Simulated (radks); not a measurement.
Q: Coherent X-ray form factor from a spherical all-electron density. Method: Dirac Kohn-Sham, LDA (Slater exchange, Perdew-Wang correlation), spin-unpolarised, spherical densities, finite nucleus; Fermi nuclear charge, rms radius of each element as measured or else 0.836 A^(1/3) + 0.57 fm; computed with a radial shooting solver on a logarithmic mesh with Libxc functionals.

sin(theta)/lambda (1/angstrom)  f0 (electrons)
0.05                                    17.648
0.1                                     16.675
0.15                                    15.297
0.2                                     13.765
0.25                                    12.287
0.3                                     10.989
0.4                                      9.073
0.5                                      7.893
0.6                                      7.118
0.8                                      5.941
1                                        4.840
1.25                                     3.624
1.5                                      2.723
2                                        1.754

The species is in the configuration that NIST lists as its ground one. Which atom or ion scatters so?

A: The potassium ion K+, [Ar]. Extrapolating in s^2 from the first two rows gives f0(0) = 18.0, near the electron count 18; among species with that count, the fall with angle is slower the higher Z, and the table is that of Z = 19; from so few rows the species is fixed only to a neighbour or two.
